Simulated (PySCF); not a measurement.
**PI: one state, many levels of theory**

State: ³Σ⁻ (triplet), unpaired electrons π ↑↑. Set-up: basis P x2c-SVPall, I x2c-SVPall; spin-free X2C with a Gaussian nucleus; PySCF 2.14. De refers to P + I in their high-spin ground configurations, without counterpoise correction. The functionals are run spin-unrestricted. A positive dipole means P(−)I(+).

```json
{"Level": "UHF", "Re (Å)": "2.435", "ωe (cm⁻¹)": "355", "De (eV)": "0.89", "μ (D)": "-0.80", "CPU s a point (SCF and correlation, without the integrals)": "0.17"}
{"Level": "UHF-MP2", "Re (Å)": "2.424", "ωe (cm⁻¹)": "354", "De (eV)": "1.79", "μ (D)": "n/a", "CPU s a point (SCF and correlation, without the integrals)": "0.26"}
{"Level": "UHF-SCS-MP2", "Re (Å)": "2.435", "ωe (cm⁻¹)": "348", "De (eV)": "1.72", "μ (D)": "n/a", "CPU s a point (SCF and correlation, without the integrals)": "n/a"}
{"Level": "UHF-CCSD", "Re (Å)": "2.439", "ωe (cm⁻¹)": "344", "De (eV)": "1.69", "μ (D)": "n/a", "CPU s a point (SCF and correlation, without the integrals)": "n/a"}
{"Level": "UHF-CCSD(T)", "Re (Å)": "2.441", "ωe (cm⁻¹)": "342", "De (eV)": "1.79", "μ (D)": "n/a", "CPU s a point (SCF and correlation, without the integrals)": "2.2"}
{"Level": "PBE", "Re (Å)": "2.408", "ωe (cm⁻¹)": "362", "De (eV)": "2.73", "μ (D)": "0.26", "CPU s a point (SCF and correlation, without the integrals)": "0.82"}
{"Level": "r²SCAN", "Re (Å)": "2.401", "ωe (cm⁻¹)": "367", "De (eV)": "2.50", "μ (D)": "0.13", "CPU s a point (SCF and correlation, without the integrals)": "1.1"}
{"Level": "M06-L", "Re (Å)": "2.390", "ωe (cm⁻¹)": "369", "De (eV)": "2.49", "μ (D)": "0.64", "CPU s a point (SCF and correlation, without the integrals)": "1"}
{"Level": "TPSSh", "Re (Å)": "2.403", "ωe (cm⁻¹)": "364", "De (eV)": "2.52", "μ (D)": "0.10", "CPU s a point (SCF and correlation, without the integrals)": "1.2"}
{"Level": "PBE0", "Re (Å)": "2.391", "ωe (cm⁻¹)": "374", "De (eV)": "2.48", "μ (D)": "0.03", "CPU s a point (SCF and correlation, without the integrals)": "1.4"}
{"Level": "HSE06", "Re (Å)": "2.396", "ωe (cm⁻¹)": "371", "De (eV)": "2.49", "μ (D)": "0.02", "CPU s a point (SCF and correlation, without the integrals)": "1.8"}
{"Level": "M06-2X", "Re (Å)": "2.399", "ωe (cm⁻¹)": "369", "De (eV)": "2.20", "μ (D)": "-0.41", "CPU s a point (SCF and correlation, without the integrals)": "1.2"}
```

The bond length runs from 2.390 Å (M06-L) to 2.441 Å (UHF-CCSD(T)). De spans 0.89 eV (UHF, mean field) to 2.73 eV (PBE, GGA). Correlation at CCSD(T) changes the Hartree–Fock bond energy by +0.90 eV; the triples alone change it by +0.10 eV.

Correlated steps freeze 23 core orbitals. Correlated levels converge slowly with the basis: in double zeta they bind strong bonds too weakly, by up to about 1 eV, and carry superposition errors of some tenths. Spin–orbit coupling is left out, which matters for elements this heavy, above all for dissociation energies. The state was picked by a PBE0 search and need not be the measured ground state.

The whole job (state search and all levels along the bond) took about 3 min on 1 thread of Intel Xeon Platinum 8488C (shared host), peak memory 0.63 GiB.
